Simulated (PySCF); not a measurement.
PySCF input for CrCl₃, SMILES [Cl][Cr]([Cl])[Cl] (connectivity only; charge and spin as stated), neutral, multiplicity 4, PBE-D3(BJ)/def2-SVP. Geometry: PBE-D3(BJ)/def2-SVP. The multiplicity is an assumed one; other spin states were not compared.

```python
import numpy as np
from pyscf import gto, scf, dft, df
from pyscf.hessian import thermo

mol = gto.M(
    atom='''
    Cr    0.00000000    0.00000000    0.00000000
    Cl    2.13395096    0.00000000    0.00000000
    Cl   -1.06697548   -1.84805574    0.00000000
    Cl   -1.06697548    1.84805574    0.00000000
    ''',
    basis='def2-SVP',
    charge=0,
    spin=3,
    max_memory=1600,
    verbose=3,
)
mf = dft.UKS(mol, xc='pbe').density_fit(auxbasis='def2-universal-jkfit')
mf.disp = 'd3bj'
mf.grids.level = 3
mf.conv_tol = 1e-11
mf.max_cycle = 100
mf.kernel()
fine, coarse = mf.grids, dft.Grids(mol).set(level=1).build(with_non0tab=True)
for _ in range(3):  # follow internal instabilities
    mf.grids = coarse
    mo, _, stable, _ = mf.stability(return_status=True, nroots=4)
    mf.grids = fine
    if stable:
        break
    mf.kernel(mf.make_rdm1(mo, mf.mo_occ))

# [left out here: the lines that compute and print the analytic Hessian (its translational invariance restored by hand, since the grid's response is missing), thermochemistry and intensities]
```

Log of the run:

```

WARN: HOMO -0.327515934006754 >= LUMO -0.350209677041301


WARN: HOMO 0.349005690001534 >= LUMO 0.0252291503433404


WARN: HOMO -0.279586330037064 >= LUMO -0.323101182951611

converged SCF energy = -2423.85788121495  <S^2> = 3.8198923  2S+1 = 4.0347948
<class 'pyscf.df.df_jk.DFUKS'> wavefunction is stable in the internal stability analysis

WARN: DFTD3 does not support analytical Hessian, using finite difference


WARN: Mole.unit (angstrom) is changed to Bohr

Mode                                 0                   1                   2
Irrep
Freq [cm^-1]                       58.4757            104.7864            104.8055
Reduced mass [au]                  45.0860             37.0776             37.0778
Force const [Dyne/A]                0.0908              0.2399              0.2400
Char temp [K]                      84.1335            150.7643            150.7917
Normal mode                   x     y     z       x     y     z       x     y     z
       0  Cr                 0.00 -0.00  0.11   -0.00  0.05 -0.00    0.05  0.00 -0.00
       1  Cl                 0.00 -0.00 -0.06   -0.00 -0.11  0.00    0.06 -0.00  0.00
       2  Cl                -0.00  0.00 -0.06    0.07  0.02  0.00   -0.07  0.07  0.00
       3  Cl                -0.00 -0.00 -0.06   -0.07  0.02  0.00   -0.07 -0.07  0.00
Mode                                 3                   4                   5
Irrep
Freq [cm^-1]                      342.1594            480.9609            480.9651
Reduced mass [au]                  35.4500             42.7020             42.7017
Force const [Dyne/A]                2.4453              5.8199              5.8200
Char temp [K]                     492.2911            691.9956            692.0016
Normal mode                   x     y     z       x     y     z       x     y     z
       0  Cr                -0.00  0.00  0.00   -0.00  0.10  0.00   -0.10 -0.00 -0.00
       1  Cl                -0.10 -0.00 -0.00    0.00 -0.01 -0.00    0.09  0.00  0.00
       2  Cl                 0.05  0.08 -0.00   -0.04 -0.07 -0.00    0.03  0.04  0.00
       3  Cl                 0.05 -0.08 -0.00    0.04 -0.07 -0.00    0.03 -0.04  0.00
temperature 298.1500 [K]
pressure 101325.00 [Pa]
Rotational constants [GHz] 2.08709 2.08709 1.04354
Symmetry number 6
Zero-point energy (ZPE) 0.00358 [Eh]   9403.562 [J/mol]
                           tot       elec      trans        rot        vib
Entropy [J/mol/K]       346.362     11.526    171.912    104.970     57.953
Cv [J/mol/K]             66.953      0.000     12.472     12.472     42.010
Cp [J/mol/K]             75.268      0.000     20.786     12.472     42.010
Internal energy [J/mol]                      3718.434   3718.434  17582.969
Internal energy [Eh]   -2423.84835  -2423.85788
Enthalpy [J/mol]                             6197.391   3718.434  17582.969
Enthalpy [Eh]          -2423.84741
Gibbs free energy [J/mol]                  -45058.240 -27578.355    304.187
Gibbs free energy [Eh] -2423.88674
mode   freq/cm-1   IR/(km/mol)
   1       58.48        10.829
   2      104.79         0.095
   3      104.81         0.095
   4      342.16         0.000
   5      480.96        77.019
   6      480.97        77.019
max |gradient| / (hartree/bohr): 7.085167146177e-05
APT charges: [ 1.2123 -0.4041 -0.4041 -0.4041]
```

The run converged.

Cost: around 50 core-seconds (rough).
